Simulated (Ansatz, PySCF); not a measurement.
Pulling on the Mg1–H2 bond in FHMg (SMILES [F][MgH]) (multiplicity 1 held, fragments rigid). Energies count from the point at 1.682 Å.
Geometry at that point (charge 0, multiplicity 1):
```xyz
3

Mg     0.0000     0.0000    -0.6440
H      0.0000     0.0000    -2.3255
F      0.0000     0.0000     1.1170
```

Restricted levels (R-, RO-) in cc, def2 and unpolarised 6-31G sets keep to the state of the molecule at rest. Unrestricted levels (U-) break spin symmetry where that is lower. Active spaces are followed from a long bond inwards. Levels need not reach the same state.

Correlated levels freeze the cores. Rows in 3-21G, 6-31G* carry no dispersion term and start afresh at each structure (6-31G* with six Cartesian d functions). MP2/6-31G* freezes PySCF's default core, which is smaller on s-block atoms.

Codes used: Ansatz (Gaussian orbitals); PySCF for 3-21G rows, 6-31G* rows. 

```tsv
level	energy at R = 5.381 Å (kJ/mol)
R-HF/3-21G	598.9
U-HF/6-31G*	204.2
R-PBE/def2-TZVPPD	388.6
U-PBE/def2-TZVPPD	282.0
R-r2SCAN/def2-TZVPPD	422.1
U-wB97X-V/def2-TZVPPD	___
R-MP2/6-31G*	383.0
U-CCSD(T)/def2-TZVPPD	296.2
FIC-MRCISD+Q on CASSCF(2,2)/def2-TZVPPD	295.3
```

Task: Complete the blanks.

Result: 
- U-wB97X-V/def2-TZVPPD, energy at R = 5.381 Å (kJ/mol): 303.4

Doubts at one or more of the structures used: a restricted determinant that unrestricted orbitals would lower (R-HF/3-21G, R-PBE/def2-TZVPPD, R-r2SCAN/def2-TZVPPD, R-MP2/6-31G*); a spin-contaminated determinant (U-HF/6-31G*, U-PBE/def2-TZVPPD, U-wB97X-V/def2-TZVPPD, U-CCSD(T)/def2-TZVPPD).

Ansatz is a quantum-chemistry and plane-wave program.
